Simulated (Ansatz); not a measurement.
Geometry optimisation, RHF/def2-mTZVP in Ansatz 0.2.0.

input.yaml

```yaml
crystal:
  periodic: [false, false, false]
  atoms:
    - { symbol: B, position_ang: [-0.065131, -0.399071, -0.026377] }
    - { symbol: O, position_ang: [0.057849, -0.582147, 1.34273] }
    - { symbol: H, position_ang: [-0.745038, -0.692336, 1.824814] }
    - { symbol: O, position_ang: [1.055897, -0.391737, -0.776437] }
    - { symbol: H, position_ang: [1.84322, -0.536966, -0.275415] }
    - { symbol: O, position_ang: [-1.248614, -0.26694, -0.673467] }
    - { symbol: H, position_ang: [-2.023959, -0.222964, -0.139363] }
    - { symbol: H, position_ang: [0.008205, 1.945431, 0.493617] }
    - { symbol: H, position_ang: [0.11937, 1.62893, 1.109097] }
basis:
  gaussian: { orbitals: def2-mTZVP }
hamiltonian:
  xc: hf
relax:
  f_tol: 0.03
  max_steps: 50
output:
  orbitals: {}
```

Command:

```bash
$ ansatz run input.yaml --threads 1 --pin off --max-ram 2048MiB --backend cpu --events-out ev --progress --plain --runs-dir out
```

Q: Where does it end, and by what steps?

A: The run converged. The force dipped under the threshold on the way, but the program's further checks kept it going. After 20 steps the energy has fallen by 0.272 eV; H9 moved furthest, 1.50 Å.

```
step  energy less start (eV)  largest force component (eV/Å)  accepted
   0                  0.0000                           1.037       yes
   1                 -0.1625                           0.394       yes
   2                 -0.2264                           0.230       yes
   3                 -0.2500                           0.251       yes
   4                 -0.2624                           0.143       yes
   5                 -0.2323                           0.861        no
   6                 -0.2647                           0.054       yes
   7                 -0.2676                           0.012       yes
   8                 -0.2694                           0.121       yes
   9                 -0.2695                           0.219       yes
  10                 -0.2706                           0.172       yes
  11                 -0.2713                           0.003       yes
  12                 -0.2715                           0.010       yes
  13                 -0.2711                           0.250        no
  14                 -0.2718                           0.065       yes
  15                 -0.2719                           0.077       yes
  16                 -0.2721                           0.051       yes
  17                 -0.2723                           0.054       yes
  18                 -0.2719                           0.223        no
  19                 -0.2626                           0.512        no
  20                 -0.2725                           0.009       yes
```

```xyz
9
Properties=species:S:1:pos:R:3
B -0.081 -0.748 -0.064
O 0.016 -1.206 1.220
H -0.781 -1.257 1.720
O 1.046 -0.657 -0.804
H 1.821 -0.929 -0.338
O -1.241 -0.373 -0.663
H -2.027 -0.437 -0.148
H 0.077 2.976 0.622
H 0.173 3.113 1.334
```

Whether the end is a true minimum wasn't checked by a vibrational analysis.

Run time: 27 s on 1 thread of Intel(R) Xeon(R) 6975P-C (Granite Rapids), with other jobs on the host, peak memory 0.21 GiB.
